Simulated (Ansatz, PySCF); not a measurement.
Lewis adduct: BH3 (SMILES B) (first 4 atoms) with C2H6S (SMILES CSC); geometry from B3LYP-D3(BJ)/def2-TZVP, rigid monomers moved along the line of their centres of mass till B1···S6 is 2.24 Å.
(charge 0, multiplicity 1):
```json
[
 {"atom": "B", "x (Å)": "-0.3293", "y (Å)": "0.6027", "z (Å)": "0.7595"},
 {"atom": "H", "x (Å)": "0.0017", "y (Å)": "-0.2209", "z (Å)": "-0.0559"},
 {"atom": "H", "x (Å)": "-1.4951", "y (Å)": "0.9039", "z (Å)": "0.7056"},
 {"atom": "H", "x (Å)": "0.4334", "y (Å)": "1.5290", "z (Å)": "0.8904"},
 {"atom": "C", "x (Å)": "1.6237", "y (Å)": "-0.7460", "z (Å)": "2.9177"},
 {"atom": "S", "x (Å)": "-0.1492", "y (Å)": "-0.4802", "z (Å)": "2.7128"},
 {"atom": "C", "x (Å)": "-0.4255", "y (Å)": "0.7939", "z (Å)": "3.9603"},
 {"atom": "H", "x (Å)": "1.8270", "y (Å)": "-1.1607", "z (Å)": "3.9034"},
 {"atom": "H", "x (Å)": "1.9251", "y (Å)": "-1.4545", "z (Å)": "2.1492"},
 {"atom": "H", "x (Å)": "2.1495", "y (Å)": "0.1959", "z (Å)": "2.7704"},
 {"atom": "H", "x (Å)": "-0.2370", "y (Å)": "0.3902", "z (Å)": "4.9535"},
 {"atom": "H", "x (Å)": "-1.4674", "y (Å)": "1.0950", "z (Å)": "3.8751"},
 {"atom": "H", "x (Å)": "0.2179", "y (Å)": "1.6476", "z (Å)": "3.7533"}
]
```

Monomers are frozen at their geometry in the pair; levels with a basis set take the counterpoise correction.

Frozen-core correlation.

The values were computed with Ansatz (an electronic-structure program); PySCF for the dispersion terms. Each number belongs to the level named beside it.

Question: What is the computed interaction energy (PBE0/def2-TZVPPD)?

Answer: -33.6 kcal/mol

Question: What is the computed interaction energy (CCSD(T)/aug-cc-pV(D+d)Z)?

Answer: -28.9 kcal/mol

Question: What interaction energy does r2SCAN-D4/def2-TZVPPD give?

Answer: -35.8 kcal/mol
